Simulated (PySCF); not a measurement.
System: sum formula SiN$_{3}$H$_{7}$, charge 0, multiplicity 1. 
Geometry from a B3LYP-D3(BJ)/def2-TZVP (Ansatz) optimisation:
SMILES: [SiH](N)(N)N
```xyz
11

Si    -0.0661     0.0789     0.3259
N     -0.7343     1.3958    -0.5554
N     -0.7907    -1.3052    -0.3799
N      1.6148    -0.2844     0.3280
H     -0.3515     0.4241     1.7414
H     -0.7427     2.3227    -0.1611
H     -0.7094     1.4218    -1.5629
H     -0.4648    -2.2283    -0.1449
H     -1.7649    -1.2984    -0.6338
H      2.2392     0.1899     0.9603
H      2.0905    -0.5808    -0.5100
```
Charge 0, spin multiplicity 1.

Dispersion corrections to the total energy (kcal/mol) from the dftd3 and dftd4 libraries through PySCF: D3(BJ) without and D4 with the three-body term, each with the damping fitted for the functional named.

```json
[
 {"functional": "PW6B95", "D3(BJ)": "-2.41", "D4": "?"},
 {"functional": "BLYP", "D3(BJ)": "-10.24", "D4": "?"},
 {"functional": "BP86", "D3(BJ)": "-7.61", "D4": "-6.19"},
 {"functional": "revPBE", "D3(BJ)": "-12.14", "D4": "-15.00"},
 {"functional": "HF", "D3(BJ)": "-39.08", "D4": "-17.10"},
 {"functional": "PBE0", "D3(BJ)": "-4.17", "D4": "-3.93"},
 {"functional": "B2GP-PLYP", "D3(BJ)": "?", "D4": "-1.95"}
]
```

### Question
Fill in the missing entries.

### Answer

- PW6B95, D4: -4.19
- BLYP, D4: -10.46
- B2GP-PLYP, D3(BJ): -3.16
